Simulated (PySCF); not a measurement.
# Excitation energy of Sr by level of theory

Sr [Kr] 5s2 (1S) → Sr [Kr] 5s1 6s1 (3S), as a difference of total energies. Calculation: PySCF 2.14, in aug-cc-pwCVTZ-X2C with one added diffuse shell each of s, p, d, f type (11s10p8d4f, 109 functions); the spin-free X2C one-electron Hamiltonian (Gaussian nucleus). Correlated levels: valence: [Kr] frozen. The calculations carry no spin-orbit coupling.

```tsv
method	excitation energy (eV)	error (eV)
UHF	2.809	-0.791
MP2 (valence)	3.268	-0.332
SCS-MP2 (valence)	3.408	-0.192
CCSD (valence)	3.395	-0.205
```

Reference: 3.600 eV (measured; NIST levels).

Errors of the correlated levels include the incompleteness of this basis and the frozen core.

With two correlated electrons CCSD is exact in that space.
